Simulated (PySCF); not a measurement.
SMILES B[SiH2]OC (CH7BOSi), singlet (GFN2-xTB optimised geometry):

```
11

B      1.456    -1.345    -0.013
Si     0.920     0.525     0.000
O     -0.715     0.525     0.000
C     -1.570     1.624     0.000
H      0.712    -2.244    -0.038
H      2.598    -1.597     0.002
H      1.387     1.346    -1.144
H      1.386     1.333     1.153
H     -2.598     1.259    -0.001
H     -1.409     2.242     0.887
H     -1.407     2.244    -0.885
```

Method: PySCF 2.14.0 with PBE0/def2-TZVP.

Q: What are the frontier orbital energies and the dipole moment?

A: HOMO-2 -9.07 eV, HOMO-1 -8.28 eV, HOMO -7.91 eV, LUMO -2.53 eV, LUMO+1 0.51 eV; dipole moment 0.42 D.

Meta-Löwdin charges at PBE0/def2-TZVP: B1 -0.19, Si2 0.75, O3 -0.62, C4 -0.12, H5 0.05, H6 0.04, H7 -0.11, H8 -0.11, H9 0.12, H10 0.10, H11 0.10.
